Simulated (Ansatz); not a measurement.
Gas-phase electronic energies from Ansatz, PBE0-D4/def2-TZVP geometries. CBS: MP2 limit from def2 TZ/QZ plus the TZ coupled-cluster correction, frozen cores. This one scheme is used for every species. Functionals use def2-TZVPP. Triplets are unrestricted, without spin–orbit coupling. def2 core potentials past Kr. For Sn outer-core shells are correlated without core-valence functions, which leaves a few kJ/mol of doubt a bond. One conformer a species, not always the lowest.

Consider the formal loss of a carbene: `C[O][SnH2][SH]` → `[CH2]` (triplet) + `[OH][SnH2][SH]`.

| species | RPA@PBE/def2-TZVPP energy (Eh) |
| --- | --- |
| `C[O][SnH2][SH]` | -728.58239 |
| `[CH2]` (triplet) | -39.17130 |
| `[OH][SnH2][SH]` | -689.27174 |

(1) Work out ΔE.

(2) What do rigid-rotor, harmonic-oscillator terms from PBE0-D4/def2-TZVP frequencies (298.15 K, 1 bar) make of the CCSD(T)/CBS value? (Estimate.)

Largest T1 diagnostic among the species: 0.013.

Results:

(1) ΔE = (-39.17130) + (-689.27174) − (-728.58239) = 0.13935 Eh = +365.9 kJ/mol. CCSD(T)/CBS gives +377.5 kJ/mol.

(2) The calculation gave: ΔZPE = -28.8 kJ/mol, ΔH = +354.5 kJ/mol, ΔS = 155 J/(mol·K), ΔG = +308.1 kJ/mol. Open shells count their whole term as degenerate.

The D4 term adds +10.8 kJ/mol with B3LYP and +5.9 kJ/mol with PBE0; it sums over pairs of atoms, weighted by their polarisabilities, and B3LYP, whose exchange is more repulsive, gets the larger term. Leaving LDA and LC-ωPBE aside and taking each functional with its dispersion term where it has one, the values, not all of them listed here, spread over 40.8 kJ/mol, from r2SCAN0-D4 to ωB97X-V. LDA lies +71.3 kJ/mol from PBE without D4. At CCSD(T), def2-SVP lies −6.6 kJ/mol from the extrapolated value and def2-TZVPP −10.2 kJ/mol.

B3LYP here is the variant with VWN-RPA as its local correlation; programs differ in this.
